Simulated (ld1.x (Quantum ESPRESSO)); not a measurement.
Before and after: TM potential for praseodymium (Pr)

ld1.x (Quantum ESPRESSO) 7.5 input, shortened:

```
&input
   title='Pr', zed=59., rel=1, dft='PBE', iswitch=3,
   config='[Xe] 4f2 5d1 6s1 6p0'
 /
 &inputp
   pseudotype=2, tm=.true., lloc=2,
   nlcc=.true., new_core_ps=.true., rcore=1.40
 /
3
6S  1  0   1.00   0.00  2.90  2.90  0.0
6P  2  1   0.00   0.00  3.25  3.25  0.0
5D  3  2   1.00   0.00  2.05  2.05  0.0
 &test
   configts(1)='5d1 6s1 6p0'
 /
```

All-electron outer shells of the reference configuration (PBE, scalar-relativistic, ld1.x):

```
shell  level (eV)  outermost node (bohr)  outermost maximum (bohr)
   4f      -12.20                      –                      0.68
   6s       -8.63                   1.77                      3.48
   5d       -8.58                   0.89                      2.09
   6p       -5.51                   2.08                      4.36
```

Change: all radii but the core radius scaled by about 1.31 (s 3.80, p 4.24, d 2.68 bohr).

Cutoffs: the cutoffs (Ry, on a coarse ladder) from which the occupation-weighted sum of valence levels, in a spherical-Bessel basis at the reference potential, stays within 10 and 1 mRy of its value at 400 Ry; they do not see the model core or the augmentation charge, which bear on the density cutoff. Errors are all-electron minus pseudo energies relative to the spin-unpolarised reference configuration.

Question: How do hardness, ghosts and transferability respond?

Answer: The potential gets softer (12 Ry and 18 Ry → 12 Ry and 15 Ry); both files keep a bound ghost (p, s); the number of tests that count goes from 6 to 5; of the 5 tests that both files solve, the error grows in 0 and shrinks in 3 by more than 15 % and 0.3 meV (median size 23.9 → 22.7 meV). A larger radius leaves more room for a smooth pseudo-wave, so fewer plane waves are needed. That the errors move this way runs against the usual rule that smaller radii transfer better.

```csv
quantity,base,changed
"cutoff, loose",12 Ry,12 Ry
"cutoff, tight",18 Ry,15 Ry
loose cutoff by channel (10 mRy a level),"s 8 Ry, d 10 Ry","s 6 Ry, d 12 Ry"
bound ghosts,"s, p","s, p"
"tests counted (converged, no solver errors)",6 of 7,5 of 7
"error for 5d1 6s2 6p0, meV [ΔE -6.17 eV]",-7.2,-4.5
"error for 5d1 6s0 6p0, meV [ΔE 11.26 eV]",-24,-23
"error for 5d1 6s1.5 6p0, meV [ΔE -3.69 eV]",-2.1,-1.3
"error for 5d1.5 6s1.5 6p0, meV [ΔE -5.71 eV]",-30,-23
"error for 5d2 6s1 6p0, meV [ΔE -5.15 eV]",-71,-66
```

Base: Tests not counted: 5d1 6s1 6p1 (solver errors, printed error +3.2 eV). Changed file: Tests not counted: 5d1 6s1 6p1 (solver errors, printed error -29.8 eV); 5d0 6s2 6p1 (solver errors, printed error -20.6 eV). A true bound ghost makes a file unfit for plane-wave use even where its test errors are small: the radial tests pick states by their node count and pass the ghost by. Where a test does run into it, the solver fails or the error is huge.
